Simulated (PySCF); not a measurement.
AlF2, SMILES [F][Al+][F], charge +1.

The structure is a stationary point at B3LYP-D3(BJ)/def2-TZVP. The multiplicity is an assumed one; other spin states were not compared. The isomer is the one that the SMILES or the coordinates give; other isomers of the formula were not compared.

All values below come from PBE0/def2-TZVPD (PySCF).

Gas-phase values at a fixed geometry.

Estimate the frontier levels, gap, dipole moment and polarisability. (Estimate from the structure and the level; the computed values follow.)


highest occupied level: -19.41 eV
lowest empty level: -10.16 eV
orbital gap: 9.25 eV
dipole moment about the centre of nuclear charge: 0.00 D
mean static polarisability: 14.9 bohr³ (2.20 Å³)
polarisability, principal values: 13.1, 13.1, 18.4 bohr³
